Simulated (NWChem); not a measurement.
System: C2H7GeN, singlet; SMILES [GeH][N](C)C

```xyz
11

Ge     0.0098     1.0671     0.0004
H      1.6101     1.1513    -0.0002
N      0.0006    -0.7632    -0.0003
C     -1.2587    -1.4728    -0.0003
C      1.1422    -1.6468    -0.0012
H     -1.3579    -2.1213    -0.8913
H     -1.3561    -2.1243     0.8886
H     -2.1010    -0.7652     0.0017
H      1.1390    -2.3071     0.8872
H      1.1395    -2.3048    -0.8913
H      2.0752    -1.0693    -0.0003
```
Atoms are numbered in this order, from 1.

All runs: NWChem. Pople sets run with spherical d functions. Low-valent species are run as closed-shell singlets; no triplet was tried in these runs. The geometry was optimised at PBE0/def2-SVP. GIAO values for the isolated, static molecule; σ is the absolute isotropic shielding.

Question: Order these by “σ Ge1 (ppm)”, lowest first: PBE/def2-TZVP; PBE/def2-SVP; PBE/6-31G*.

Answer: PBE/def2-TZVP (616.0), PBE/def2-SVP (788.8), PBE/6-31G* (915.9)
